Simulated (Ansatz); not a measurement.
Tl4H5. Total charge 0; doublet. Geometry PBE-D4/def2-SVP.

```xyz
9

Tl   -2.511    0.547   -1.203
Tl    0.757   -1.483   -1.109
Tl    1.000    1.986    0.077
Tl    0.198   -0.963    2.662
H    -1.141   -1.107   -1.571
H     0.585    0.935    1.847
H     0.501   -2.027    0.788
H     1.636    0.276   -1.032
H    -1.025    1.836   -0.459
```

In the def2 sets Tl takes a core potential; there is no spin–orbit coupling. Another isomer (doublet) lies 0.17 eV lower at PBE0-D4/def2-TZVP; other spin states weren't run for this one.

Estimate the α-spin orbital energies around the gap (eV) in Ansatz with PBE-D4/def2-SVP, PBE-D4/def2-TZVP, PBE0-D4/def2-SVP, PBE0-D4/def2-TZVP, BHLYP-D4/def2-TZVP.


```tsv
orbital	PBE-D4/def2-SVP	PBE-D4/def2-TZVP	PBE0-D4/def2-SVP	PBE0-D4/def2-TZVP	BHLYP-D4/def2-TZVP
HOMO−5	-9.41	-9.39	-10.56	-10.53	-11.55
HOMO−4	-6.43	-6.43	-7.54	-7.53	-8.58
HOMO−3	-6.22	-6.22	-7.24	-7.24	-8.18
HOMO−2	-5.50	-5.50	-6.35	-6.35	-7.12
HOMO−1	-5.21	-5.22	-6.03	-6.03	-6.78
HOMO	-4.30	-4.31	-5.02	-5.04	-5.66
LUMO	-2.74	-2.74	-2.08	-2.08	-1.48
LUMO+1	-2.08	-2.08	-1.38	-1.39	-0.77
LUMO+2	-1.22	-1.24	-0.65	-0.69	-0.12
LUMO+3	-1.13	-1.17	-0.54	-0.60	-0.03
LUMO+4	-1.12	-1.16	-0.53	-0.59	0.00
LUMO+5	-1.07	-1.08	-0.45	-0.47	0.17
β HOMO	-5.07	-5.07	-5.72	-5.72	-6.31
β LUMO	-3.89	-3.89	-3.32	-3.31	-2.68
```
